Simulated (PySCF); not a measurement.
How methods differ on the excitation energy of O

O [He] 2s2 2p4 (3P) → O [He] 2s1 2p5 (3P), as a difference of total energies. Computed with PySCF 2.14 in dyall-av3z, with scalar relativity by spin-free X2C-1e. Correlated levels: valence: 1s2 frozen; virtual orbitals above 40 to 60 times the deepest correlated orbital energy dropped. The calculations carry no spin-orbit coupling.

```
           method  excitation energy (eV)
              UHF                  16.896
    MP2 (valence)                  16.066
SCS-MP2 (valence)                  16.005
   CCSD (valence)                  15.651
CCSD(T) (valence)                  15.290
```

How much does correlation contribute at CCSD(T) (valence)?

15.290 − (16.896) = -1.606 eV, measured against UHF.

The upper state lies above the first ionisation limit, where it may autoionise and the basis confines it.

The coupled-cluster amplitudes are large for the upper state (T1 above 0.03 or a double amplitude above 0.15), so a single reference is strained.
